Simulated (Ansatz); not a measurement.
Coupled-cluster diagnostics for Cs₂Br₃⁻, Ansatz.

Geometry of the singlet (PBE-D4/def2-SVPD):

```
atom   x (Å)   y (Å)   z (Å)
 Cs1   0.677   2.629   2.121
 Cs2  -0.266  -1.020  -0.822
 Br3   0.262   2.599  -1.179
 Br4   0.240  -0.600   2.790
 Br5  -0.913  -3.608  -2.909
```

In the def2 sets Cs takes a core potential; there is no spin–orbit coupling. Correlated methods freeze 27 core orbitals; core or outer-core shells of Cs, Br are correlated, in sets that lack core-valence functions. Another isomer (singlet) lies 0.19 eV lower at PBE0-D4/def2-TZVPD; other spin states weren't run for this one.

(1) Estimate the CCSD(T) correlation energy, the shares of MP2 and (T), T1 and the reference's ⟨S²⟩ for: charge -1, singlet, own geometry in def2-SVPD; and the rough time on 4 threads of Intel Xeon on a shared host.

## Answers

(1) 
```
                           state      basis  correlation (eV)  MP2 share (%)  (T) share (%)     T1  ⟨S²⟩ (pure)  wall time
charge -1, singlet, own geometry  def2-SVPD           -23.109           96.5            2.2  0.007  0.00 (0.00)    3.1 min
```
Customary marks for T1 are 0.02 (closed shells), 0.045 (open shells) and about 0.05 (3d metals). T1 stays under 0.02 throughout.
